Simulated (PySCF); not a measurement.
C11H8F2S, SMILES c1c(sc(C)c1)-c1c(F)cccc1F, GFN2-xTB optimised geometry. Atoms within 1.6 Å of the plane z = 0.0 Å (x, y, z in Å): C1 (-4.10, -1.30, 0.56), C2 (-2.82, -0.62, 0.25), C3 (-2.63, 0.62, -0.29), C4 (-1.28, 0.96, -0.44), C5 (-0.42, -0.02, -0.01), C6 (1.03, 0.00, -0.01), C7 (1.80, -1.17, 0.00), F8 (1.18, -2.37, -0.01), C9 (3.18, -1.17, 0.00), C10 (3.86, 0.03, 0.00), C11 (3.15, 1.22, 0.00), C12 (1.77, 1.18, 0.00), F13 (1.13, 2.37, 0.03), S14 (-1.31, -1.39, 0.58), H15 (-4.18, -2.25, 0.02), H16 (-4.94, -0.67, 0.28), H18 (-3.44, 1.26, -0.58), H19 (-0.96, 1.89, -0.86), H20 (3.70, -2.12, 0.00), H21 (4.94, 0.05, 0.00), H22 (3.65, 2.17, 0.01).

Computed with CAM-B3LYP/def2-SVP in PySCF. Cells within 0.4 Å of a nucleus heavier than hydrogen are left out (blank, or x).

Map of the HOMO amplitude (bohr^(-3/2)) on the plane z = 0.0 Å; orbital energy -7.18 eV, overall sign arbitrary:

```
|3333333333333333333333333333333|
|3333333333333333333333333333333|
|3333333333333333333333333333333|
|3333333333333333333333333333333|
|3333333333333333333333333333333|
|3333333333333333333333333333333|
|3333333333333333333333333333333|
|3333333333333333333333333333333|
|3333333333333333333333333333333|
|3333333333333333333333333333333|
|33333333333344433xx333333333333|
|3333333333345544333333333333333|
|3333333322246654333x3xx33333333|
|3333333210147754432x33x33333333|
|333333332x134565433333333333333|
|33333333333333x33xx3333xx333333|
|333333345x543212334433333333333|
|3333333469643222334x33x33333333|
|3333322356543223333x33x33333333|
|3333321234443233333333333333333|
|33333202333333333xx333333333333|
|3333322233333333333333333333333|
|3333333333333333333333333333333|
|3333333333333333333333333333333|
|3333333333333333333333333333333|
|3333333333333333333333333333333|
|3333333333333333333333333333333|
|3333333333333333333333333333333|
|3333333333333333333333333333333|
|3333333333333333333333333333333|
|3333333333333333333333333333333|
```
Scale: ten equal steps from -0.094 (start of '0') to 0.164 (end of '9'), in the order '0123456789'; x runs from -7.00 to 7.00, y from -7.00 (bottom) to 7.00 (top).
